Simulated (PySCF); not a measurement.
## A computed series [MI2]2+

Computed with PySCF 2.14.0, PBE0, def2-SVP on the ligands, density fitting, scalar-relativistic core potentials, no spin-orbit coupling, vacuum. Each member is relaxed from one template within its symmetry. Distances are means of the shortest metal–ligand contacts, charges and spins Mulliken's; removal energies are rigid, with the ligand's formal charge and no counterpoise, so too large; for an anion taken off a cation in vacuum most of it is the attraction of opposite charges, and multiply charged cations can part far more cheaply with an electron moved from ligand to metal. lcecp potentials hold a fixed number of 4f electrons in the core, out of states, spins and gaps.

```
metal      basis on the metal  point group  M–I (Å)  charge on M (e)  removal of one I (eV)  strongest infrared band, degenerate modes summed (cm⁻¹)  unstable modes (below −25 cm⁻¹)
   Pr  lcecp-2-SVP with ECP47          C2v    2.687             1.29                  19.90                                                      256                                0
   Pb     def2-SVP with ECP60          D∞h    2.642             0.99                  22.76                                                      232                                0
```

**Question.** Order these by the M–I distance, lowest first.
A. Dy, lcecp-2-SVP with ECP54
B. Tb, lcecp-2-SVP with ECP53
C. Hf, def2-SVP with ECP60
D. Ce, lcecp-2-SVP with ECP46
E. Nd, lcecp-2-SVP with ECP48

**Answer.** C (2.555), A (2.605), B (2.614), E (2.671), D (2.698).

**Question.** What else do they give?

**Answer.** 
```json
{"metal": "Ce", "basis on the metal": "lcecp-2-SVP with ECP46", "point group": "C2v", "M–I (Å)": "2.698", "charge on M (e)": "1.45", "removal of one I (eV)": "19.74", "strongest infrared band, degenerate modes summed (cm⁻¹)": "255", "unstable modes (below −25 cm⁻¹)": "0"}
{"metal": "Nd", "basis on the metal": "lcecp-2-SVP with ECP48", "point group": "C2v", "M–I (Å)": "2.671", "charge on M (e)": "1.37", "removal of one I (eV)": "20.02", "strongest infrared band, degenerate modes summed (cm⁻¹)": "258", "unstable modes (below −25 cm⁻¹)": "0"}
{"metal": "Tb", "basis on the metal": "lcecp-2-SVP with ECP53", "point group": "C2v", "M–I (Å)": "2.614", "charge on M (e)": "1.23", "removal of one I (eV)": "20.56", "strongest infrared band, degenerate modes summed (cm⁻¹)": "256", "unstable modes (below −25 cm⁻¹)": "0"}
{"metal": "Dy", "basis on the metal": "lcecp-2-SVP with ECP54", "point group": "C2v", "M–I (Å)": "2.605", "charge on M (e)": "1.03", "removal of one I (eV)": "20.67", "strongest infrared band, degenerate modes summed (cm⁻¹)": "256", "unstable modes (below −25 cm⁻¹)": "0"}
{"metal": "Hf", "basis on the metal": "def2-SVP with ECP60", "point group": "C2v", "M–I (Å)": "2.555", "charge on M (e)": "1.27", "removal of one I (eV)": "21.06", "strongest infrared band, degenerate modes summed (cm⁻¹)": "261", "unstable modes (below −25 cm⁻¹)": "0"}
```

From Ce to Dy the M–I distance shrinks by 0.09 Å, the lanthanide contraction, and the energy to remove one I rises by 0.93 eV.

One start shape was tried for each, so a minimum needn't be the lowest isomer. Oxidation states forced by the potential, rare, strongly oxidising or of another configuration in reality: [PrI2]2+, [NdI2]2+, [TbI2]2+, [DyI2]2+.
